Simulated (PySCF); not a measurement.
## The second ionisation energy along group 15

All values are computed (PySCF 2.14, energy differences of UHF-based or UKS calculations, no spin-orbit coupling). Values in eV. The last column holds reference values (NIST; (s) semi-empirical, (t) theoretical, else measured). Unmarked ones compare directly (S terms, centres of terms, or small fine structure); those marked * lie between the lowest fine-structure levels and include a spin-orbit shift.

| element | configurations | UHF | MP2 (valence) | SCS-MP2 (valence) | LDA | PBE0 | MP2 (valence and next inner shell) | reference |
| --- | --- | --- | --- | --- | --- | --- | --- | --- |
| N (def2-QZVPPD, non-relativistic) | [He] 2s2 2p2 → [He] 2s2 2p1 | 29.209 | 29.666 | 29.525 | 30.062 | 29.914 | 29.697 | 29.601 (s) * |
| P (def2-QZVPPD, non-relativistic) | [Ne] 3s2 3p2 → [Ne] 3s2 3p1 | 19.169 | 19.655 | 19.564 | 19.824 | 19.820 | 19.666 | 19.769 (s) * |
| As (def2-QZVPPD, non-relativistic) | [Ar] 3d10 4s2 4p2 → [Ar] 3d10 4s2 4p1 | 17.980 | 18.388 | 18.313 | 18.666 | 18.564 | 18.543 | 18.589 * |
| Sb (def2-QZVPPD with the def2 core potential (28 electrons), ECP) | [Kr] 4d10 5s2 5p2 → [Kr] 4d10 5s2 5p1 | 16.005 | 16.358 | 16.294 | 16.655 | 16.531 | 16.541 | 16.626 ± 0.025 * |
| Bi (def2-QZVPPD with the def2 core potential (60 electrons), ECP) | [Xe] 4f14 5d10 6s2 6p2 → [Xe] 4f14 5d10 6s2 6p1 | 15.308 | 15.610 | 15.551 | 15.978 | 15.821 | 15.845 | 16.703 * |

For Bi a determinant mixes LS terms or the coupling is close to jj, so these rows are model values.

"Valence" correlates the outer s and p shells and, in groups 3 to 12 and the f block, the outer d or f shell, open or full, or the next shell where the ion has no valence electron left; the wider scheme adds the next inner shell.
